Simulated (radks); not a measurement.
Excited configurations of the xenon ion Xe3+: one electron is placed in a higher orbital outside [Kr] 4d10 5s2 5p2. The ground configuration is [Kr] 4d10 5s2 5p3. All-electron calculation, scalar-relativistic Kohn-Sham, PBE, spin-polarised, spherical densities, point nucleus; open shells are filled with parallel spins first (spin-orbit coupling, left out, can overturn this in heavy ions). Program: a radial shooting solver on a logarithmic mesh with Libxc functionals. Excitation = E - E(ground); binding = E(ion) - E, where the ion is the core of charge +4; n* = 4/sqrt(2 binding) in atomic units, and the quantum defect is n - n*.

outer orbital  excitation (eV)  binding (eV)     n*  quantum defect  eigenvalue (eV)  <r> (bohr)
4f                      21.960        21.409  3.189           0.811          -16.042       2.043
5d                      17.152        26.217  2.882           2.118          -22.241       2.661
6s                      19.957        23.411  3.049           2.951          -20.731       3.648
7s                      29.886        13.482  4.018           2.982          -12.096       6.305
7p                      31.672        11.697  4.314           2.686          -10.449       7.045
7d                      34.311         9.058  4.902           2.098           -8.043       8.666
7f                      37.195         6.174  5.938           1.062           -5.490       12.17

The Delta-SCF ionisation energy is 43.369 eV (NIST Atomic Spectra Database: 42.2 eV, measured). Self-interaction in the functional shifts the binding energies and quantum defects, so they are the method's values and not measured ones. Open shells are spherical and high-spin; term and fine-structure splittings are not resolved. Spin-orbit splitting is averaged out at the scalar-relativistic level.
